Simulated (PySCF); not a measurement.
An unknown shows these calculated signals:

$^{1}$H NMR (300 MHz, computed): δ 7.79 (s, 1H), 4.35 (s, 2H), 3.85 (br, 3H), 2.50 (s, 6H).

$^{13}$C{$^{1}$H} NMR (computed): δ 162.3 (CH), 85.0 (CH2), 44.3 (CH3).

- structure optimised with PBE0-D3(BJ)/def2-SVP
- shielding tensors at B3LYP/pcSseg-1 (GIAO)
- run in PySCF 2.14.0 with density-fitted response routines
- one averaged value for each set of equivalent atoms, no solvent, a single conformation, no relativistic terms

Shifts are taken against calculated references (same method and geometry level): TMS for $^{1}$H, $^{13}$C.

Task: Which of these does the molecule contain: a C≡C triple bond, a tert-butyl group, an S-methyl group, an N-methyl group, an ester?

Result: 
- A C≡C triple bond: no.
- A tert-butyl group: no.
- An S-methyl group: no.
- An N-methyl group: yes (δC 44.3; δH 2.50 (s)).
- An ester: yes (δC 162.3; δH 7.79 (s)).

The data belong to SMILES C[N+](C)([AlH3-])COC=O, C₄H₁₂AlNO₂; they needn't prove each group on their own.

Carbon signals by region: 1 in the far downfield region (above 160 ppm), 1 at 50–100 ppm, 1 below 50 ppm. Above 160 ppm: 162.3, ester carbonyl carbon.

Hydrides on Al or Ga are broadened by the quadrupolar metal nucleus. Shifts are as computed. Against solution values, carbons near 30 ppm lie about +2 ppm off and those near 130 ppm about +6 ppm. Of 1309 compounds with measured shifts, 239 miss one by over three times the rms of a fit or turn the order of signals round; such compounds aren't used in these exercises. Multiplicities follow the n + 1 count of equivalent neighbours, as no J values were calculated; m marks all less simple cases, F and P coupling included.
